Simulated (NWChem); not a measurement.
System: SiHOBrF2; SMILES O[Si](F)(F)Br

```xyz
6

O      1.5754    -1.2833    -0.0089
Si     0.0249    -0.7952    -0.0003
F     -0.7567    -1.3641     1.2799
F     -0.7711    -1.3631    -1.2720
Br    -0.0275     1.3764     0.0003
H      1.7614    -2.2281    -0.0050
```
Atoms are numbered in this order, from 1.

Results from NWChem. Pople sets run with spherical d functions. Geometry: optimised at PBE0/def2-SVP. Ions are spin-unrestricted doublets at the neutral geometry; other ion states weren't tried. Functional: LC-ωPBE (HJS hole) with 6-31G*; the question gives the range parameter ω in 1/bohr.

Problem. What does the run give for range parameter (1/bohr) 0.15? Quantities: vertical ionisation energy, ΔSCF (eV); −ε(HOMO) (eV).

Solution. 
| Quantity | Result |
|---|---|
| vertical ionisation energy, ΔSCF (eV) | 11.34 |
| −ε(HOMO) (eV) | 9.82 |
